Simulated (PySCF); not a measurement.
## Telling isomers of C5H11NO2Si apart by NMR

- coordinates at the GFN2-xTB level
- shieldings: GIAO PBE0/pcSseg-1
- code: PySCF 2.14.0 with density-fitted response routines
- rapidly exchanging positions averaged, in vacuum, relativity neglected, one conformer

References, each an isolated molecule treated in the same way: TMS for ¹H and ¹³C. Where no couplings were computed, multiplicities follow the n + 1 count of equivalent neighbours, and m marks all less simple cases (inequivalent or close neighbours, rings, F or P nearby). Shifts are as computed. Against solution values, carbons near 30 ppm lie about +3 ppm off and those near 130 ppm about +5 ppm. Of 1309 compounds with measured shifts, 239 miss one by over three times the rms of a fit or turn the order of signals round; such compounds aren't used in these exercises. OH and NH positions are gas-phase values without hydrogen bonding to other molecules.

(1) Tabulate the signals of `C=C(OC)[SiH2]/N=C\CO`, `C=C(/C=N\C)O[SiH2]OC` and their relative energies.

(2) What is the quickest way to tell C=C(OC)[SiH2]/N=C\CO from C=C(/C=N\C)O[SiH2]OC?

Results:

(1) 
```json
{"SMILES": "C=C(OC)[SiH2]/N=C\\CO", "carbon types": "1×C 1×CH 2×CH2 1×CH3", "δC": "185.9, 179.6, 94.0, 75.4, 56.2", "δH": "8.90 (t, 1H), 5.56 (s, 2H), 4.59 (br s, 1H), 4.52 (d, 2H), 4.03 (br s, 1H), 3.77 (s, 3H), 1.48 (br s, 1H)", "E rel. (kcal/mol)": "32.7"}
{"SMILES": "C=C(/C=N\\C)O[SiH2]OC", "carbon types": "1×C 1×CH 1×CH2 2×CH3", "δC": "162.2, 153.2, 107.1, 50.3, 45.0", "δH": "8.32 (s, 1H), 5.27 (br s, 1H), 4.81 (s, 2H), 4.43 (br s, 1H), 3.87 (s, 3H), 3.80 (s, 3H)", "E rel. (kcal/mol)": "0.0"}
```

Energies are electronic energies at PBE0/pcSseg-1 on these geometries, without zero-point or thermal terms, each for the one conformer computed, which needn't be the lowest.

(2) Both give the same number of carbon signals, but DEPT or the intensities differ. The first has an sp3 CH2 bonded to O at 75.4 ppm, the second an alkene carbon bearing oxygen (C) at 153.2 ppm. Their most deshielded carbons lie at 185.9 and 162.2 ppm. In the proton spectra the most deshielded non-exchanging signals are 8.90 (t, 1H) and 8.32 (s, 1H).
